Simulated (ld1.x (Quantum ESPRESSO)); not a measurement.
Sn (Z = 50): one change to a PAW potential, before and after

ld1.x (Quantum ESPRESSO) 7.5 input, shortened:

```
&input
   title='Sn', zed=50., rel=1, dft='WC', iswitch=3,
   config='[Kr] 4d10 5s2 5p1'
 /
 &inputp
   pseudotype=3, lpaw=.true., tm=.true., lloc=-2, rcloc=1.55,
   nlcc=.false.,
   which_augfun='PSQ', rmatch_augfun_nc=.true.
 /
6
5S  1  0   2.00   0.00  1.35  1.80  0.0
5S  1  0   0.00  -0.35  1.35  1.80  0.0
4P  2  1   6.00   0.00  1.15  1.25  0.0
5P  3  1   1.00   0.00  1.15  1.25  0.0
4D  3  2  10.00   0.00  1.10  1.20  0.0
4D  3  2   0.00   0.85  1.10  1.20  0.0
 &test
   configts(1)='4p6 4d10 5s2 5p1'
 /
```

All-electron outer shells of the reference configuration (Wu–Cohen, scalar-relativistic, ld1.x):

```tsv
shell	level (eV)	outermost node (bohr)	outermost maximum (bohr)
4s	-141.82	0.40	0.74
4p	-97.62	0.41	0.79
4d	-33.78	0.39	0.88
5s	-17.92	0.98	1.99
5p	-10.30	1.08	2.43
```

Change: wave 4d channel at 0.85 Ry: rcut 1.10, rcutus 1.20 bohr becomes 4d channel at -1.33 Ry: rcut 1.10, rcutus 1.20 bohr.

Cutoffs: the cutoffs (Ry, on a coarse ladder) from which the occupation-weighted sum of valence levels, in a spherical-Bessel basis at the reference potential, stays within 10 and 1 mRy of its value at 400 Ry; they do not see the model core or the augmentation charge, which bear on the density cutoff. Errors are all-electron minus pseudo energies relative to the spin-unpolarised reference configuration.

Problem. What does the change do?

Solution. The potential gets neither clearly harder nor softer (100 Ry and 180 Ry → 100 Ry and 180 Ry); both files keep a bound ghost (s); the errors of the 7 common tests hardly move.

```csv
quantity,base,changed
"cutoff, loose",100 Ry,100 Ry
"cutoff, tight",180 Ry,180 Ry
bound ghosts,s,s
"error for 4p6 4d10 5s2 5p2, meV [ΔE -6.90 eV]",+1.1,+1.1
"error for 4p6 4d10 5s2 5p0, meV [ΔE 13.99 eV]",-2.8,-2.7
"error for 4p6 4d10 5s1 5p0, meV [ΔE 45.03 eV]",-7.8,-7.7
"error for 4p6 4d10 5s0 5p0, meV [ΔE 86.09 eV]",-13,-14
"error for 4p5 4d10 5s2 5p2, meV [ΔE 90.52 eV]",-90,-89
"error for 4p6 4d10 5s0 5p4, meV [ΔE 7.37 eV]",+0.2,+0.3
"error for 4p6 4d9 5s2 5p3, meV [ΔE 17.48 eV]",-18,-18
s: phases at 1.95 bohr within 0.05 rad from the reference energy up to (Ry; the scan ends near 5),to the end of the scan,to the end of the scan
p: phases at 1.95 bohr within 0.05 rad from the reference energy up to (Ry; the scan ends near 5),to the end of the scan,to the end of the scan
d: phases at 1.95 bohr within 0.05 rad from the reference energy up to (Ry; the scan ends near 5),to the end of the scan,to the end of the scan
lowest overlap eigenvalue by channel,"s 0.58, p 0.19, d 0.97","s 0.58, p 0.19, d 0.96"
```

 A true bound ghost makes a file unfit for plane-wave use even where its test errors are small: the radial tests pick states by their node count and pass the ghost by.
